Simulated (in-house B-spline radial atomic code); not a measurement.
Atomic self-consistent-field run: the scandium ion Sc⁴⁺. Level of theory: non-relativistic M06-L, spin-polarised, spherical fractional occupations, point nucleus; calculated with a B-spline radial code for spherical atoms.

Command:
```bash
python run_scf.py task.json out
```
Settings:
```
Z                21
configuration    [Ne] 3s2 3p5
hamiltonian      nr
method           m06l
spin_polarised   True
```

Output (hartree, bohr):
```
 radial grid: 45 intervals, B-splines of order 8, outer radius 14.6809 bohr

 iter        energy (Eh)    residual
    1        -756.256744    6.84e-02
    2        -756.270874    5.09e-03
    3        -756.270908    4.07e-03
    4        -756.270929    3.25e-03
    5        -756.270943    2.60e-03
    6        -756.270952    2.08e-03
    7        -756.270957    1.66e-03
    8        -756.270961    1.33e-03
    9        -756.270963    1.07e-03
   10        -756.270964    8.54e-04
   11        -756.270965    6.84e-04
   12        -756.270966    5.48e-04
   13        -756.270967    4.39e-04
   14        -756.270967    3.52e-04
   15        -756.270967    2.85e-04
   26        -756.270967    1.71e-06
   27        -756.270967    1.78e-06
   28        -756.270967    2.19e-06
   29        -756.270967    1.19e-05
   30        -756.270967    1.78e-06
   31        -756.270967    4.23e-06
   32        -756.270967    7.12e-06
   33        -756.270967    3.25e-06
   34        -756.270967    2.27e-06
   35        -756.270967    1.79e-06
   36        -756.270967    1.75e-06
   37        -756.270967    3.06e-06
   38        -756.270967    2.38e-06
   39        -756.270967    1.68e-06
   40        -756.270967    6.12e-08

 total energy                      -756.27097
 kinetic                             755.5940
 electron-nucleus                  -1756.4093
 Hartree                             281.9497
 exchange-correlation                -37.4053

 orbital      occ     eigenvalue          <r>       <r^2>       <1/r>       r_max
 1s up      1.000      -163.3995    0.0735865  0.00727199      20.532     0.04847
 1s down    1.000      -163.3834    0.0735799  0.00727053     20.5333     0.04847
 2s up      1.000       -19.6358     0.343654    0.139653       4.284      0.2849
 2s down    1.000       -19.6246     0.343509    0.139462     4.28323      0.2851
 2p up      3.000       -16.5096      0.30751    0.116603     4.18935      0.2338
 2p down    3.000       -16.4884     0.307457    0.116491     4.18836       0.234
 3s up      1.000        -3.9677      1.03393     1.21928     1.34446      0.9147
 3s down    1.000        -3.8978      1.03912     1.23182     1.33546      0.9197
 3p up      3.000        -3.1218       1.0878     1.36849     1.24265      0.9422
 3p down    2.000        -3.0518      1.09617     1.39074      1.2325      0.9474
```

Cost of the run: 1.2 s on 1 thread of Arm Neoverse N1 (shared host).
